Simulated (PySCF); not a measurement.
PySCF job for Cl3Sc, SMILES [Cl][Sc]([Cl])[Cl] (connectivity only; charge and spin as stated), charge +1, multiplicity 2, B3LYP-D3(BJ)/def2-SVP. 

```python
import numpy as np
from pyscf import gto, scf, dft
from pyscf.geomopt import geometric_solver

mol = gto.M(
    atom='''
    Sc    0.65852465   -0.00605422    0.00000000
    Cl   -0.26894371    2.09656411   -0.00000024
    Cl   -0.27226396   -1.04454248    1.82664796
    Cl   -0.27226396   -1.04454289   -1.82664772
    ''',
    basis='def2-SVP',
    charge=1,
    spin=1,
    max_memory=1600,
    verbose=3,
)
mf = dft.UKS(mol, xc='b3lyp').density_fit(auxbasis='def2-universal-jkfit')
mf.disp = 'd3bj'
mf.grids.level = 3
mf.conv_tol = 1e-9
mf.max_cycle = 100
mf.kernel()
fine, coarse = mf.grids, dft.Grids(mol).set(level=1).build(with_non0tab=True)
for _ in range(3):  # follow internal instabilities
    mf.grids = coarse
    mo, _, stable, _ = mf.stability(return_status=True, nroots=4)
    mf.grids = fine
    if stable:
        break
    mf.kernel(mf.make_rdm1(mo, mf.mo_occ))
conv, mol_eq = geometric_solver.kernel(mf, convergence_set='GAU_TIGHT', maxsteps=100)
print(mol_eq.tostring(format='xyz'))
mf.reset(mol_eq)
mf.kernel()
```

Log of the run:

```

WARN: HOMO -0.401797423223055 >= LUMO -0.401797423223055

converged SCF energy = -2140.69651120393  <S^2> = 0.76298363  2S+1 = 2.0129418
<class 'pyscf.df.df_jk.DFUKS'> wavefunction is stable in the internal stability analysis
[banner and settings of the optimiser left out]
Geometry optimization cycle 1
Cartesian coordinates (Angstrom)
 Atom        New coordinates             dX        dY        dZ
  Sc   0.658525  -0.006054   0.000000    0.000000  0.000000  0.000000
  Cl  -0.268944   2.096564  -0.000000    0.000000  0.000000  0.000000
  Cl  -0.272264  -1.044542   1.826648    0.000000  0.000000  0.000000
  Cl  -0.272264  -1.044543  -1.826648    0.000000  0.000000  0.000000

WARN: Mole.unit (angstrom) is changed to Bohr

converged SCF energy = -2140.69651120479  <S^2> = 0.76298353  2S+1 = 2.0129417
--------------- DFUKS_Scanner gradients ---------------
         x                y                z
0 Sc     0.0069920470     0.0003189287    -0.0000001011
1 Cl    -0.0021220338     0.0045155577    -0.0000000444
2 Cl    -0.0023749131    -0.0024896416     0.0041254890
3 Cl    -0.0023748591    -0.0024895094    -0.0041253432
----------------------------------------------
cycle 1: E = -2140.6965112  dE = -2140.7  norm(grad) = 0.0114716
Step    0 : Gradient = 5.736e-03/6.999e-03 (rms/max) Energy = -2140.6965112048
Hessian Eigenvalues: 5.00000e-02 5.00000e-02 5.00000e-02 ... 2.50000e-01 2.50000e-01 2.50000e-01

Geometry optimization cycle 2
Cartesian coordinates (Angstrom)
 Atom        New coordinates             dX        dY        dZ
  Sc   0.647106  -0.005287  -0.000000   -0.011418  0.000767 -0.000000
  Cl  -0.267969   2.082987   0.000000    0.000975 -0.013577  0.000001
  Cl  -0.269587  -1.035075   1.814552    0.002676  0.009468 -0.012096
  Cl  -0.269587  -1.035076  -1.814552    0.002676  0.009466  0.012096
converged SCF energy = -2140.69681140126  <S^2> = 0.76247124  2S+1 = 2.0124326
--------------- DFUKS_Scanner gradients ---------------
         x                y                z
0 Sc     0.0004513181     0.0003368226     0.0000018213
1 Cl     0.0000392679    -0.0000371555     0.0000008298
2 Cl    -0.0001830235    -0.0002270698     0.0001129376
3 Cl    -0.0001839825    -0.0002295213    -0.0001155884
----------------------------------------------
cycle 2: E = -2140.6968114  dE = -0.000300196  norm(grad) = 0.000719561
Step    1 : Displace = 1.401e-02/1.533e-02 (rms/max) Trust = 1.000e-01 (=) Grad = 3.598e-04/5.632e-04 (rms/max) E (change) = -2140.6968114013 (-3.002e-04) Quality = 1.050
Hessian Eigenvalues: 4.98082e-02 5.00000e-02 5.00000e-02 ... 2.48459e-01 2.50000e-01 2.50420e-01

Geometry optimization cycle 3
Cartesian coordinates (Angstrom)
 Atom        New coordinates             dX        dY        dZ
  Sc   0.643850  -0.004463   0.000002   -0.003256  0.000824  0.000002
  Cl  -0.269820   2.084289  -0.000012   -0.001851  0.001302 -0.000013
  Cl  -0.269775  -1.032668   1.815671   -0.000187  0.002407  0.001120
  Cl  -0.269775  -1.032649  -1.815661   -0.000187  0.002427 -0.001109
converged SCF energy = -2140.69681348141  <S^2> = 0.76244744  2S+1 = 2.0124089
--------------- DFUKS_Scanner gradients ---------------
         x                y                z
0 Sc     0.0001252224     0.0003212193    -0.0000013622
1 Cl     0.0001421823    -0.0002062205    -0.0000000974
2 Cl    -0.0000726459    -0.0001396402    -0.0000720897
3 Cl    -0.0000719728    -0.0001387109     0.0000735404
----------------------------------------------
cycle 3: E = -2140.69681348  dE = -2.08016e-06  norm(grad) = 0.000491335
Step    2 : Displace = 1.587e-03/2.220e-03 (rms/max) Trust = 1.414e-01 (+) Grad = 2.457e-04/3.448e-04 (rms/max) E (change) = -2140.6968134814 (-2.080e-06) Quality = 1.052
Hessian Eigenvalues: 1.51463e-02 5.00000e-02 5.00000e-02 ... 2.24778e-01 2.50000e-01 3.08003e-01

Geometry optimization cycle 4
Cartesian coordinates (Angstrom)
 Atom        New coordinates             dX        dY        dZ
  Sc   0.627612   0.000234   0.000012   -0.016238  0.004698  0.000010
  Cl  -0.281151   2.092960  -0.000035   -0.011331  0.008671 -0.000022
  Cl  -0.271561  -1.019061   1.823924   -0.001786  0.013607  0.008253
  Cl  -0.271563  -1.019009  -1.823900   -0.001788  0.013640 -0.008239
converged SCF energy = -2140.69681779968  <S^2> = 0.76237769  2S+1 = 2.0123396
--------------- DFUKS_Scanner gradients ---------------
         x                y                z
0 Sc    -0.0007227382     0.0002570811    -0.0000030431
1 Cl     0.0004005618    -0.0005175421    -0.0000000526
2 Cl     0.0002207523     0.0000317240    -0.0005163346
3 Cl     0.0002222123     0.0000334877     0.0005194034
----------------------------------------------
cycle 4: E = -2140.6968178  dE = -4.31827e-06  norm(grad) = 0.00128583
Step    3 : Displace = 8.906e-03/1.091e-02 (rms/max) Trust = 2.000e-01 (+) Grad = 6.429e-04/7.671e-04 (rms/max) E (change) = -2140.6968177997 (-4.318e-06) Quality = 0.528
[...]
Step   94 : Displace = 4.197e-06/5.121e-06 (rms/max) Trust = 4.000e-06 (=) Grad = 7.196e-05/8.117e-05 (rms/max) E (change) = -2140.7051540184 (+1.546e-11) Quality = -0.001
Hessian Eigenvalues: 1.68220e-04 5.00000e-02 5.00000e-02 ... 2.50108e-01 2.83517e-01 4.32367e+00

Geometry optimization cycle 96
Cartesian coordinates (Angstrom)
 Atom        New coordinates             dX        dY        dZ
  Sc   0.657224  -0.038723   0.323098   -0.000006  0.000017  0.000019
  Cl  -0.440639   1.920000  -0.386004   -0.000011  0.000010  0.000007
  Cl  -0.205610  -1.042053   2.069603   -0.000006  0.000017  0.000019
  Cl  -0.362033  -0.509603  -1.745993   -0.000009  0.000001  0.000025
converged SCF energy = -2140.70515401764  <S^2> = 0.75683587  2S+1 = 2.0068242
--------------- DFUKS_Scanner gradients ---------------
         x                y                z
0 Sc     0.0000174960    -0.0000417225    -0.0000506636
1 Cl     0.0000426279    -0.0000330671    -0.0000171332
2 Cl     0.0000128145    -0.0000545303    -0.0000572788
3 Cl     0.0000164403    -0.0000006380    -0.0000787924
----------------------------------------------
cycle 96: E = -2140.70515402  dE = 7.72161e-10  norm(grad) = 0.000143928
Step   95 : Displace = 4.143e-06/5.047e-06 (rms/max) Trust = 4.000e-06 (=) Grad = 7.196e-05/8.049e-05 (rms/max) E (change) = -2140.7051540176 (+7.722e-10) Quality = -0.059
Eigenvalues below 1.0000e-05 (-1.2515e+01) - returning guess
Hessian Eigenvalues: 5.00000e-02 5.00000e-02 5.00000e-02 ... 2.50000e-01 2.50000e-01 2.50000e-01

Geometry optimization cycle 97
Cartesian coordinates (Angstrom)
 Atom        New coordinates             dX        dY        dZ
  Sc   0.657221  -0.038714   0.323108   -0.000003  0.000009  0.000010
  Cl  -0.440645   1.920005  -0.385999   -0.000006  0.000005  0.000004
  Cl  -0.205613  -1.042044   2.069613   -0.000003  0.000009  0.000010
  Cl  -0.362038  -0.509602  -1.745979   -0.000005  0.000001  0.000014
converged SCF energy = -2140.70515401834  <S^2> = 0.75683561  2S+1 = 2.006824
--------------- DFUKS_Scanner gradients ---------------
         x                y                z
0 Sc     0.0000158559    -0.0000426869    -0.0000491099
1 Cl     0.0000429286    -0.0000335882    -0.0000167711
2 Cl     0.0000138536    -0.0000530407    -0.0000599661
3 Cl     0.0000167424    -0.0000006537    -0.0000780152
----------------------------------------------
cycle 97: E = -2140.70515402  dE = -6.99856e-10  norm(grad) = 0.000143896
Step   96 : Displace = 2.244e-06/2.774e-06 (rms/max) Trust = 4.000e-06 (=) Grad = 7.195e-05/8.125e-05 (rms/max) E (change) = -2140.7051540183 (-6.999e-10) Quality = 0.099
Hessian Eigenvalues: 2.06383e-04 5.00000e-02 5.00000e-02 ... 2.47269e-01 2.50000e-01 4.33524e+00

Geometry optimization cycle 98
Cartesian coordinates (Angstrom)
 Atom        New coordinates             dX        dY        dZ
  Sc   0.657215  -0.038698   0.323127   -0.000006  0.000016  0.000019
  Cl  -0.440655   1.920015  -0.385992   -0.000011  0.000010  0.000007
  Cl  -0.205619  -1.042027   2.069632   -0.000006  0.000017  0.000019
  Cl  -0.362047  -0.509601  -1.745955   -0.000009  0.000001  0.000025
converged SCF energy = -2140.70515401827  <S^2> = 0.75683563  2S+1 = 2.006824
--------------- DFUKS_Scanner gradients ---------------
         x                y                z
0 Sc     0.0000160133    -0.0000428980    -0.0000492497
1 Cl     0.0000428035    -0.0000332809    -0.0000169388
2 Cl     0.0000137906    -0.0000531775    -0.0000599267
3 Cl     0.0000167764    -0.0000006352    -0.0000777349
----------------------------------------------
cycle 98: E = -2140.70515402  dE = 6.95763e-11  norm(grad) = 0.000143815
Step   97 : Displace = 4.001e-06/4.839e-06 (rms/max) Trust = 4.000e-06 (=) Grad = 7.191e-05/8.130e-05 (rms/max) E (change) = -2140.7051540183 (+6.958e-11) Quality = -0.005
Hessian Eigenvalues: 2.06383e-04 5.00000e-02 5.00000e-02 ... 2.47269e-01 2.50000e-01 4.33524e+00

Geometry optimization cycle 99
Cartesian coordinates (Angstrom)
 Atom        New coordinates             dX        dY        dZ
  Sc   0.657210  -0.038682   0.323146   -0.000006  0.000016  0.000019
  Cl  -0.440666   1.920025  -0.385985   -0.000011  0.000010  0.000007
  Cl  -0.205625  -1.042010   2.069651   -0.000006  0.000017  0.000019
  Cl  -0.362055  -0.509600  -1.745930   -0.000009  0.000001  0.000024
converged SCF energy = -2140.70515401824  <S^2> = 0.75683563  2S+1 = 2.006824
--------------- DFUKS_Scanner gradients ---------------
         x                y                z
0 Sc     0.0000161273    -0.0000424346    -0.0000493938
1 Cl     0.0000429206    -0.0000335463    -0.0000168717
2 Cl     0.0000136546    -0.0000533338    -0.0000596939
3 Cl     0.0000166846    -0.0000006991    -0.0000778784
----------------------------------------------
cycle 99: E = -2140.70515402  dE = 2.41016e-11  norm(grad) = 0.000143843
Step   98 : Displace = 3.949e-06/4.777e-06 (rms/max) Trust = 4.000e-06 (=) Grad = 7.192e-05/8.121e-05 (rms/max) E (change) = -2140.7051540182 (+2.410e-11) Quality = -0.002
Hessian Eigenvalues: 2.06383e-04 5.00000e-02 5.00000e-02 ... 2.47269e-01 2.50000e-01 4.33524e+00

Geometry optimization cycle 100
Cartesian coordinates (Angstrom)
 Atom        New coordinates             dX        dY        dZ
  Sc   0.657204  -0.038665   0.323164   -0.000006  0.000016  0.000019
  Cl  -0.440676   1.920035  -0.385978   -0.000011  0.000010  0.000007
  Cl  -0.205630  -1.041993   2.069671   -0.000006  0.000017  0.000019
  Cl  -0.362064  -0.509599  -1.745906   -0.000009  0.000001  0.000024
converged SCF energy = -2140.70515401602  <S^2> = 0.75683521  2S+1 = 2.0068236
--------------- DFUKS_Scanner gradients ---------------
         x                y                z
0 Sc     0.0000133285    -0.0000448403    -0.0000457242
1 Cl     0.0000432230    -0.0000340245    -0.0000164332
2 Cl     0.0000157309    -0.0000504039    -0.0000650110
3 Cl     0.0000171078    -0.0000007656    -0.0000766592
----------------------------------------------
cycle 100: E = -2140.70515402  dE = 2.22826e-09  norm(grad) = 0.000144081
Step   99 : Displace = 3.941e-06/4.772e-06 (rms/max) Trust = 4.000e-06 (=) Grad = 7.204e-05/8.375e-05 (rms/max) E (change) = -2140.7051540160 (+2.228e-09) Quality = -0.174
Hessian Eigenvalues: 2.50354e-04 4.99978e-02 5.00000e-02 ... 2.49286e-01 2.50193e-01 9.74608e+00

Geometry optimization cycle 101
Cartesian coordinates (Angstrom)
 Atom        New coordinates             dX        dY        dZ
  Sc   0.657198  -0.038649   0.323183   -0.000006  0.000017  0.000019
  Cl  -0.440687   1.920045  -0.385970   -0.000011  0.000010  0.000007
  Cl  -0.205636  -1.041976   2.069690   -0.000006  0.000017  0.000020
  Cl  -0.362073  -0.509597  -1.745881   -0.000009  0.000001  0.000025
converged SCF energy = -2140.70515401817  <S^2> = 0.7568356  2S+1 = 2.006824
--------------- DFUKS_Scanner gradients ---------------
         x                y                z
0 Sc     0.0000161663    -0.0000424222    -0.0000493481
1 Cl     0.0000429285    -0.0000335295    -0.0000169252
2 Cl     0.0000136350    -0.0000533635    -0.0000598915
3 Cl     0.0000166641    -0.0000007431    -0.0000776484
----------------------------------------------
cycle 101: E = -2140.70515402  dE = -2.15459e-09  norm(grad) = 0.000143798
Step  100 : Displace = 3.928e-06/4.678e-06 (rms/max) Trust = 4.000e-06 (=) Grad = 7.190e-05/8.137e-05 (rms/max) E (change) = -2140.7051540182 (-2.155e-09) Quality = 0.165
Hessian Eigenvalues: 2.50354e-04 4.99978e-02 5.00000e-02 ... 2.49286e-01 2.50193e-01 9.74608e+00
Maximum iterations reached (100); increase --maxiter for more
Geometry optimization failed to converge in 100 iterations
4
XYZ from PySCF
Sc          0.65719834       -0.03864860        0.32318345
Cl         -0.44068728        1.92004520       -0.38597023
Cl         -0.20563601       -1.04197599        2.06969024
Cl         -0.36207278       -0.50959729       -1.74588118
converged SCF energy = -2140.70515401806  <S^2> = 0.75683556  2S+1 = 2.0068239
```

The run did not converge; its last values are not results.
